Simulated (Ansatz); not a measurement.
`F[C@@H]1O[C@H]1F` + `FCF` → `FC(F)[C@H]1O[C@H]1F` + H–F  (formal exchange of groups at a C–F bond)

Gas-phase electronic energies from Ansatz, PBE0-D4/def2-TZVP geometries. CCSD(T)/CBS is the MP2 limit (def2-TZVPP, def2-QZVPP) plus CCSD(T) − MP2 in def2-TZVPP, frozen cores. This one scheme is used for every species. Functionals use def2-TZVPP. B3LYP here is the variant with VWN-RPA as its local correlation; programs differ in this. HSE06 is defined as in plane-wave codes. One conformer a species, not always the lowest.

**Question.** Is it downhill or uphill in electronic energy at CCSD(T)/CBS, and by how much? (Estimate.)

**Answer.** The calculation gave: Downhill: ΔE = -0.48 eV.

**Question.** What do these levels give: PBE-D4, ωB97X-V, ωB97M-V, PBE-QIDH, B3LYP, HSE06, HF/def2-SVP, CCSD/def2-SVP, HF/def2-TZVPP, MP2/def2-TZVPP, SCS-MP2/def2-TZVPP, CCSD(T)/def2-TZVPP? (An estimate is asked.)

**Answer.** Computed: PBE-D4 -0.32, ωB97X-V -0.34, ωB97M-V -0.37, PBE-QIDH -0.41, B3LYP -0.24, HSE06 -0.32, HF/def2-SVP -0.18, CCSD/def2-SVP -0.32, HF/def2-TZVPP -0.22, MP2/def2-TZVPP -0.49, SCS-MP2/def2-TZVPP -0.42, CCSD(T)/def2-TZVPP -0.43 eV.

Largest T1 diagnostic among the species: 0.013.

From r2SCAN to r2SCAN0 (25 % exact exchange), in def2-TZVPP and without D4, ΔE moves by −0.03 eV. In def2-TZVPP, CCSD(T) changes the Hartree–Fock value by −0.21 eV (the triples alone add −0.02 eV) and MP2 by −0.28 eV. At CCSD(T), def2-SVP lies +0.15 eV from the extrapolated value and def2-TZVPP +0.05 eV.
